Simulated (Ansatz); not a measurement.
Kohn–Sham single points on C₃H₁₁InO (`C[OH+][InH-]([CH3])[CH3]`).

```yaml
crystal:
  periodic: [false, false, false]
  atoms:
    - {symbol: C, position_ang: [-1.147282, 0.885313, 1.676790]}
    - {symbol: O, position_ang: [0.216258, 0.988692, 1.284644]}
    - {symbol: In, position_ang: [0.972501, 0.017541, -0.814883]}
    - {symbol: C, position_ang: [1.538328, -1.921029, -0.041960]}
    - {symbol: C, position_ang: [-0.921833, 0.246483, -1.852333]}
    - {symbol: H, position_ang: [-1.292246, 1.295340, 2.679191]}
    - {symbol: H, position_ang: [-1.809184, 1.389044, 0.967666]}
    - {symbol: H, position_ang: [-1.389592, -0.176127, 1.692067]}
    - {symbol: H, position_ang: [0.489158, 1.910485, 1.290691]}
    - {symbol: H, position_ang: [2.155681, 1.293529, -0.961514]}
    - {symbol: H, position_ang: [0.660239, -2.525612, 0.193126]}
    - {symbol: H, position_ang: [2.141349, -1.809719, 0.861002]}
    - {symbol: H, position_ang: [2.134178, -2.465850, -0.778187]}
    - {symbol: H, position_ang: [-0.809276, -0.048104, -2.898889]}
    - {symbol: H, position_ang: [-1.697015, -0.386242, -1.414358]}
    - {symbol: H, position_ang: [-1.263965, 1.283654, -1.838855]}
basis:
  gaussian: {orbitals: def2-TZVPP}
hamiltonian: {xc: {name: CAM-B3LYP}, dispersion: d4}
output: {orbitals: {seedname: orbitals}}
```

```sh
$ ansatz run in.yaml --threads 4 --pin off --events-out ev --progress --plain --max-ram 11315MiB
```

Output, abridged:

```
Functional definition: CAM-B3LYP
1805 factors; their error is unknown
498 factors; integrals over basis functions are off by at most 1.0e-5 eV
mean field evaluation 1: about -10497.2866 eV, gradient 7.8e1 eV
mean field evaluation 2: about -10496.0947 eV, gradient 8.0e1 eV
mean field evaluation 4: about -10509.9451 eV, gradient 3.9e0 eV
mean field evaluation 8: about -10509.9742 eV, gradient 3.0e-2 eV
mean field evaluation 16: about -10509.9908 eV, gradient 5.5e-5 eV
mean field -10509.99075887 eV, -386.2350364608 hartree, gradient 5.5e-5 eV, S^2 0.000000; 0 other end points of the search recorded, 0 dependent functions left out
reference -10509.99093338 eV, -386.2350428738 hartree; 29, 29 occupied and 299, 299 virtual orbitals, 1805 factors
Total energy: -10510.24779931 eV, -386.2444825228 hartree
```

Hardware: 4 threads of an Arm Neoverse V1 on a shared host. Wall time 6.5 s, peak host memory 1.2 GiB.

The same input with `hamiltonian: {xc: r2scan, dispersion: d4}` and forces (abridged; 8.5 s):

```
Functional definition: r2SCAN
mean field evaluation 16: about -10511.9547 eV, gradient 9.4e-3 eV
mean field -10511.95468645 eV, -386.3072094682 hartree, gradient 7.0e-5 eV, S^2 0.000000
Total energy: -10512.03347000 eV, -386.3101047102 hartree
Atom 0 force    -0.348243    -0.023948     0.092194 eV/Å
Atom 1 force     0.339361    -0.054315    -0.109969 eV/Å
Atom 2 force     0.036110     0.073871     0.023551 eV/Å
Atom 3 force     0.007696    -0.047747     0.029628 eV/Å
Atom 4 force    -0.051694     0.008993    -0.016422 eV/Å
Atom 5 force     0.002307    -0.004432    -0.013066 eV/Å
Atom 6 force     0.005235    -0.005152     0.004454 eV/Å
Atom 7 force     0.018583     0.018746    -0.009417 eV/Å
Atom 8 force     0.002247     0.042639    -0.009231 eV/Å
Atom 9 force    -0.015571    -0.018152     0.004007 eV/Å
Atom 10 force     0.017398     0.005094    -0.003249 eV/Å
Atom 11 force    -0.009082    -0.004904    -0.016145 eV/Å
Atom 12 force    -0.011573     0.010897     0.014609 eV/Å
Atom 13 force    -0.001978     0.004820     0.018359 eV/Å
Atom 14 force     0.007447     0.011311    -0.008431 eV/Å
Atom 15 force     0.001755    -0.017721    -0.000873 eV/Å
Dipole moment:    -0.423568     0.324343     0.488036 e Å
```

With the line `hamiltonian: {xc: {name: BLYP}, dispersion: d4}` (abridged; 4.1 s):

```
Functional definition: BLYP
mean field evaluation 16: about -10509.3251 eV, gradient 9.4e-4 eV
mean field -10509.32508359 eV, -386.2105733454 hartree, gradient 7.5e-5 eV, S^2 0.000000
Total energy: -10509.93932337 eV, -386.2331462413 hartree
```

Changing it to `hamiltonian: {xc: {name: B2PLYP}}` (abridged; 12 s):

```
Functional definition: B2PLYP
mean field evaluation 16: about -10493.0051 eV, gradient 1.3e-4 eV
mean field -10493.00508318 eV, -385.6108243924 hartree, gradient 8.4e-6 eV, S^2 0.000000
8 core orbitals not correlated: weight in the atoms' cores, before any rotation towards them, 1.000 or more for the frozen orbitals, at most 0.000 for the correlated occupied ones
second order -35.94880720 eV of doubles, -0.00000000 eV of singles
Total energy: -10502.71148405 eV, -385.9675280455 hartree
```

With the line `hamiltonian: {xc: {name: PBE-QIDH}}` (abridged; 12 s):

```
Functional definition: PBE-QIDH
mean field evaluation 16: about -10489.4755 eV, gradient 7.8e-5 eV
mean field -10489.47553629 eV, -385.4811159369 hartree, gradient 4.9e-6 eV, S^2 0.000000
8 core orbitals not correlated: weight in the atoms' cores, before any rotation towards them, 1.000 or more for the frozen orbitals, at most 0.000 for the correlated occupied ones
second order -33.47490403 eV of doubles, -0.00000000 eV of singles
Total energy: -10500.63385506 eV, -385.8911765881 hartree
```

With the line `hamiltonian: {xc: lda}` (abridged; 2.3 s):

```
Functional definition: SPW92
mean field evaluation 16: about -10457.7311 eV, gradient 1.0e-3 eV
mean field -10457.73109821 eV, -384.3145293547 hartree, gradient 5.3e-5 eV, S^2 0.000000
Total energy: -10457.73115681 eV, -384.3145315081 hartree
```
